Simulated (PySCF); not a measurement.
**Partial charges of `Cc1cnn(C2CC2)n1`**

C6H9N3.
Cartesian coordinates in Å at the GFN2-xTB level; atoms count from 1:
```
atom  x, y, z in Å
C1     3.1094   -0.2306    0.1401
C2     1.7562   -0.1753   -0.4666
C3     1.3066   -0.6779   -1.6980
N4     0.0217   -0.3900   -1.8204
N5    -0.2823    0.2510   -0.7156
C6    -1.5789    0.7666   -0.4643
C7    -2.2010    0.4804    0.8677
C8    -2.7166   -0.2055   -0.3581
N9     0.7189    0.4057    0.1228
H10    3.8275    0.2876   -0.4944
H11    3.0886    0.2439    1.1171
H12    3.4348   -1.2644    0.2477
H13    1.8382   -1.2106   -2.4589
H14   -1.7575    1.7280   -0.9337
H15   -1.6177   -0.0960    1.5680
H16   -2.7965    1.2545    1.3252
H17   -2.4881   -1.2511   -0.4928
H18   -3.6720    0.0902   -0.7621
```

Density: PBE0/pcSseg-1 (PySCF); schemes: Mulliken, IAO, Hirshfeld and ESP-fitted. Geometry: GFN2-xTB, one conformer, isolated molecule. GFN2-xTB frequencies show an imaginary mode (42i cm⁻¹), so this geometry is no minimum at that level.

Task: Tabulate the Mulliken, IAO, Hirshfeld and ESP-fitted charges.

Result: In e; atoms taken as equivalent share a row and are averaged (×n: the atom named and its like, n in all):

| atom | environment | Mulliken | IAO | Hirshfeld | ESP-fitted |
| --- | --- | --- | --- | --- | --- |
| C1 | benzylic-type carbon | -0.142 | -0.436 | -0.117 | -0.539 |
| C2 | substituted aromatic carbon | -0.049 | +0.061 | +0.023 | +0.450 |
| C3 | aromatic CH next to a ring nitrogen | +0.025 | -0.121 | -0.043 | -0.104 |
| N4 | pyridine-type nitrogen | -0.189 | -0.231 | -0.137 | -0.518 |
| N5 | pyrrole-type nitrogen | -0.258 | +0.144 | +0.094 | +0.753 |
| C6 | sp3 carbon bound to nitrogen | +0.052 | -0.041 | +0.006 | -0.326 |
| C7/C8 | three-membered-ring carbon | -0.188 | -0.287 | -0.084 | -0.296 |
| N9 | pyridine-type nitrogen | -0.223 | -0.251 | -0.136 | -0.629 |
| H10/H11/H12 | methyl hydrogen | +0.131 | +0.159 | +0.050 | +0.152 |
| H13 | aromatic hydrogen | +0.076 | +0.167 | +0.060 | +0.163 |
| H14 | methine hydrogen | +0.137 | +0.159 | +0.055 | +0.201 |
| H15/H17 | methylene hydrogen | +0.143 | +0.165 | +0.051 | +0.171 |
| H16/H18 | methylene hydrogen | +0.133 | +0.157 | +0.055 | +0.172 |

Mean size of the charges over all atoms: ESP-fitted 0.301 e, IAO 0.184 e, Mulliken 0.137 e, Hirshfeld 0.067 e. Each set sums to the total charge, 0, to within 0.001 e. The Mulliken scheme gives each basis function's population to the atom it is centred on and halves the overlap population of two atoms between them. The ESP scheme fits charges at the nuclei, held to the total charge, to the electrostatic potential on points at 1.4 to 2.0 times the van der Waals radii.

Some averages cover members that differ in this geometry: C7/C8, ESP-fitted -0.351 to -0.242; H10/H11/H12, ESP-fitted +0.130 to +0.188; H15/H17, ESP-fitted +0.156 to +0.185; H16/H18, ESP-fitted +0.159 to +0.184 e.

Lowest charge. The schemes don't all agree: Mulliken N5 (-0.258); IAO C1 (-0.436); Hirshfeld N4 (-0.137); ESP-fitted N9 (-0.629).

Highest charge. The schemes don't all agree: Mulliken H15/H17 (+0.143); IAO H13 (+0.167); Hirshfeld N5 (+0.094); ESP-fitted N5 (+0.753).

Task: Sum the charges by element.

Result: 
```json
{"element": "C", "atoms": "6", "Mulliken": "-0.490", "IAO": "-1.110", "Hirshfeld": "-0.298", "ESP-fitted": "-1.112"}
{"element": "N", "atoms": "3", "Mulliken": "-0.670", "IAO": "-0.338", "Hirshfeld": "-0.179", "ESP-fitted": "-0.394"}
{"element": "H", "atoms": "9", "Mulliken": "+1.160", "IAO": "+1.449", "Hirshfeld": "+0.478", "ESP-fitted": "+1.506"}
```

Task: How closely do the schemes follow one another over all atoms?

Result: Correlation coefficient and root-mean-square difference: IAO with Hirshfeld 0.95, 0.134 e; Hirshfeld with ESP-fitted 0.90, 0.290 e; IAO with ESP-fitted 0.83, 0.217 e; Mulliken with IAO 0.75, 0.135 e; Mulliken with Hirshfeld 0.69, 0.112 e; Mulliken with ESP-fitted 0.40, 0.326 e.
